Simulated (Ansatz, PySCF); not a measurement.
Species: CH5FNSi, charge 0, multiplicity 2. It need not be the lowest isomer of its formula. 
Coordinates optimised at B3LYP-D3(BJ)/def2-TZVP (Ansatz, a program for electronic structure):
```
Si
F 1 1.6120
N 1 1.7320 2 114.07
H 3 1.0206 1 118.61 2 2.16
H 1 1.4796 2 106.74 3 116.46
C 1 1.8585 5 113.03 2 -119.05
H 6 1.0909 1 110.33 5 -59.02
H 6 1.0912 7 108.37 1 121.71
H 6 1.0917 7 108.69 8 117.55
```
Charge 0, spin multiplicity 2.

Total electronic energies in hartree. Valence correlation only, unless marked. UHF or UKS for open shells. No spin-orbit coupling. Non-relativistic unless marked X2C. CBS marks a two-point X^-3 extrapolation of the correlation energy; Hartree-Fock from the larger set. [CCSD(T)-MP2]/basis is that difference in the basis named.

```csv
level,program,energy (Eh)
HF/STO-3G,Ansatz,-477.70575
HF/cc-pVTZ,Ansatz,-483.74879
HF/cc-pV(Q+d)Z,Ansatz,-483.77505
HF-D4/def2-TZVPD,PySCF + dftd4,-483.77886
r2SCAN-D3(BJ)/def2-TZVPD,Ansatz + dftd3,-485.21208
r2SCAN-D4/def2-TZVPD,Ansatz + dftd4,-485.21185
B3LYP-D4/def2-TZVPD,Ansatz + dftd4,-485.36653
r2SCAN0-D4/def2-TZVPD,Ansatz + dftd4,-485.18579
HSE06/def2-TZVPD,Ansatz,-484.98106
PBE-QIDH/def2-TZVPD,Ansatz,-484.88467
MP2/cc-pwCVTZ,Ansatz,-484.49054
RI-MP2/cc-pV(Q+d)Z,Ansatz,-484.55217
SCS-MP2/STO-3G,Ansatz,-477.84686
X2C-CCSD(T)/cc-pVTZ-DK,Ansatz,-485.26324
"RI-MP2/CBS(cc-pV(T+d)Z,cc-pV(Q+d)Z)+[CCSD(T)-MP2]/cc-pV(T+d)Z",Ansatz,-484.6577
```

Totals of different functionals don't rank their quality; only differences between species are comparable.
